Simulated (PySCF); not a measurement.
Vertical excitations of a molecule C5H8 from TDA-B3LYP/def2-SVPD (PySCF 2.14.0), as energy in eV (oscillator strength): 6.07 (1.160), 6.16 (0.001), 6.31 (0.000), 6.49 (0.011), 6.70 (0.019), 7.23 (0.001), 7.40 (0.023), 7.67 (0.001), 7.84 (0.001), 8.10 (0.007). Lowest triplet (TDA): 3.13 eV. Geometry: B3LYP-D3(BJ)/def2-SVP. The values are those of a single conformer.

Question: Pick the molecule that these values belong to.
A) C=CCC=C
B) C=C/C=C/C
C) C#CCCC
D) C=C=C(C)C

Answer: B, C=C/C=C/C
